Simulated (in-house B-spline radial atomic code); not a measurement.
Cl2+ is squeezed into an impenetrable sphere of radius R (the orbitals vanish at R). No spin polarisation. Level of theory: non-relativistic LDA VWN5, spherical fractional occupations, point nucleus; calculated with an all-electron radial atomic-structure program (B-spline basis).

Energies in eV above the free ion in [Ne] 3s2 3p3:

```json
{"R (bohr)": "7.2", "highest level (eV)": "-31.8", "[Ne] 3s2 3p3": "0.0002069", "[Ne] 3s1 3p4": "12.93", "[Ne] 3s1 3p3 3d1": "30.85", "-dE/dV in [Ne] 3s2 3p3 (GPa)": "0.000928"}
{"R (bohr)": "6.9", "highest level (eV)": "-31.8", "[Ne] 3s2 3p3": "0.0004647", "[Ne] 3s1 3p4": "12.93", "[Ne] 3s1 3p3 3d1": "30.85", "-dE/dV in [Ne] 3s2 3p3 (GPa)": "0.00226"}
{"R (bohr)": "4.81", "highest level (eV)": "-31.6", "[Ne] 3s2 3p3": "0.1112", "[Ne] 3s1 3p4": "13.06", "[Ne] 3s1 3p3 3d1": "31.3", "-dE/dV in [Ne] 3s2 3p3 (GPa)": "1.05"}
{"R (bohr)": "4.14", "highest level (eV)": "-31.2", "[Ne] 3s2 3p3": "0.5942", "[Ne] 3s1 3p4": "13.61", "[Ne] 3s1 3p3 3d1": "32.31", "-dE/dV in [Ne] 3s2 3p3 (GPa)": "7.36"}
{"R (bohr)": "3.6", "highest level (eV)": "-30.1", "[Ne] 3s2 3p3": "2.218", "[Ne] 3s1 3p4": "15.42", "[Ne] 3s1 3p3 3d1": "34.82", "-dE/dV in [Ne] 3s2 3p3 (GPa)": "35.6"}
{"R (bohr)": "2.99", "highest level (eV)": "-26.4", "[Ne] 3s2 3p3": "9.54", "[Ne] 3s1 3p4": "23.35", "[Ne] 3s1 3p3 3d1": "44.09", "-dE/dV in [Ne] 3s2 3p3 (GPa)": "218"}
{"R (bohr)": "2.73", "highest level (eV)": "-23.1", "[Ne] 3s2 3p3": "17.67", "[Ne] 3s1 3p4": "31.98", "[Ne] 3s1 3p3 3d1": "53.44", "-dE/dV in [Ne] 3s2 3p3 (GPa)": "483"}
{"R (bohr)": "2.03", "highest level (eV)": "1.33", "[Ne] 3s2 3p3": "94.33", "[Ne] 3s1 3p4": "111", "[Ne] 3s1 3p3 3d1": "133.1", "-dE/dV in [Ne] 3s2 3p3 (GPa)": "4820"}
{"R (bohr)": "1.78", "highest level (eV)": "23.5", "[Ne] 3s2 3p3": "175.9", "[Ne] 3s1 3p4": "193.5", "[Ne] 3s1 3p3 3d1": "213", "-dE/dV in [Ne] 3s2 3p3 (GPa)": "12200"}
{"R (bohr)": "1.38", "highest level (eV)": "104", "[Ne] 3s2 3p3": "512.8", "[Ne] 3s1 3p4": "528.3", "[Ne] 3s1 3p3 3d1": "528.9", "-dE/dV in [Ne] 3s2 3p3 (GPa)": "65900"}
```

Does [Ne] 3s1 3p4 fall below [Ne] 3s2 3p3 under compression?

No, it stays above over the whole range.

Does [Ne] 3s1 3p3 3d1 fall below [Ne] 3s2 3p3 under compression?

No, it stays above over the whole range.

The highest level is first positive in the row R = 2.03 bohr, pushed up by confinement above the zero of the free ion's potential. Each configuration is held fixed and needn't be the lowest in the sphere.
